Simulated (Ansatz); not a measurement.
One change: `FCCC[SiH3]` becomes `C=CCC[SiH3]`.

Ansatz, PBE0-D4/def2-TZVP geometries, multiplicity 1. Each molecule was computed in one conformer, which needn't be the lowest.

| property | `FCCC[SiH3]` |
| --- | --- |
| HOMO energy (ωB97M-V/def2-TZVPP) / eV | -10.89 |
| LUMO energy (PBE0/def2-TZVPP) / eV | 0.65 |
| LUMO energy (B3LYP/def2-TZVPP) / eV | 0.40 |
| LUMO energy (ωB97M-V/def2-TZVPP) / eV | 2.16 |
| size of the dipole moment (PBE/def2-TZVPP) / D | 1.44 |
| HOMO energy (B3LYP/def2-TZVPP) / eV | -8.43 |

Question: Give the same properties after the change, and the shifts. (Estimate.)

Answer: Computed: 
| property | `C=CCC[SiH3]` | shift |
| --- | --- | --- |
| HOMO energy (ωB97M-V/def2-TZVPP) / eV | -9.75 | 1.14 |
| LUMO energy (PBE0/def2-TZVPP) / eV | 0.14 | -0.51 |
| LUMO energy (B3LYP/def2-TZVPP) / eV | -0.11 | -0.51 |
| LUMO energy (ωB97M-V/def2-TZVPP) / eV | 2.02 | -0.14 |
| size of the dipole moment (PBE/def2-TZVPP) / D | 1.02 | -0.42 |
| HOMO energy (B3LYP/def2-TZVPP) / eV | -7.27 | 1.16 |

With PBE0 the HOMO rises by 1.13 eV and the LUMO falls by 0.51 eV, so the gap narrows by about 1.64 eV. PBE moves the HOMO by 0.91 eV and ωB97M-V by 1.14 eV. Dipoles are sizes alone; their direction can turn.

B3LYP here is the variant with VWN-RPA as its local correlation; programs differ in this.
